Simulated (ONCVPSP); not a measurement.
**Pseudopotential generation for aluminium: ONCV, PBE, non-relativistic.**

aluminium (Al), optimised norm-conserving Vanderbilt (ONCV), made with ONCVPSP 4.0.1 (PBE, non-relativistic). Core [He], reference 2s2 2p6 3s2 3p1. Waves: 2s+3s: rc 0.95 bohr, ncon 5, nbas 10, qcut 10 1/bohr, 2 projectors; 2p+3p: rc 1.00 bohr, ncon 4, nbas 7, qcut 16.4 1/bohr, 2 projectors; d scattering state at 0.07 Ha: rc 0.95 bohr, ncon 4, nbas 8, qcut 11.1 1/bohr, 3 projectors, debl 2.6 Ha. Local part: polynomial inside 0.65 bohr (lpopt 5, dvloc0 4 Ha). Core correction: none.

* Cutoffs needed: 91 Ha and 104 Ha (the cutoffs (Ha) at which the residual kinetic energy of the hardest occupied pseudo-wave falls to 1 and 0.1 mHa per electron)
* Ghost test: no bound ghost flagged; GHOST(+) flags only above 600 eV
* Configuration tests: 1 of 4 tests not solved or not reliable
